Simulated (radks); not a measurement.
The numbers below are computed, except where a source is named.
Polarisabilities and homonuclear dispersion coefficients (atomic units). Code: a radial shooting solver on a logarithmic mesh with Libxc functionals. Model: scalar-relativistic Kohn-Sham, LB94 model potential, spin-polarised, spherical densities, finite nucleus; open shells are filled with parallel spins first (spin-orbit coupling, left out, can overturn this in heavy ions); Fermi nuclear charge, rms radius of each element as measured or else 0.836 A^(1/3) + 0.57 fm. Response by self-consistent Sternheimer equations with the Hartree and adiabatic LDA kernel, the relativistic mass of each level held fixed and spin-orbit coupling left out. For heavy and open-shell atoms this level of theory can miss by tens of per cent. "Uncoupled" leaves out the induced potential. Quadrupole and octupole values are given only where no p, d or f shell is open.

[
 {"species": "Ce2+", "configuration": "[Xe] 4f2", "alpha1 (bohr^3)": "12.75", "alpha1, uncoupled": "27.03", "alpha2 (bohr^5)": "-", "alpha3 (bohr^7)": "-", "C6": "72.33", "C8": "-"},
 {"species": "Ce3+", "configuration": "[Xe] 4f1", "alpha1 (bohr^3)": "7.497", "alpha1, uncoupled": "13.04", "alpha2 (bohr^5)": "-", "alpha3 (bohr^7)": "-", "C6": "46.77", "C8": "-"},
 {"species": "Ce4+", "configuration": "[Xe]", "alpha1 (bohr^3)": "5.887", "alpha1, uncoupled": "10.02", "alpha2 (bohr^5)": "19.57", "alpha3 (bohr^7)": "102.4", "C6": "33.31", "C8": "556.3"},
 {"species": "Ce5+", "configuration": "[Kr] 4d10 5s2 5p5", "alpha1 (bohr^3)": "4.843", "alpha1, uncoupled": "8.208", "alpha2 (bohr^5)": "-", "alpha3 (bohr^7)": "-", "C6": "23.91", "C8": "-"},
 {"species": "Ce6+", "configuration": "[Kr] 4d10 5s2 5p4", "alpha1 (bohr^3)": "4.029", "alpha1, uncoupled": "6.814", "alpha2 (bohr^5)": "-", "alpha3 (bohr^7)": "-", "C6": "17.31", "C8": "-"}
]
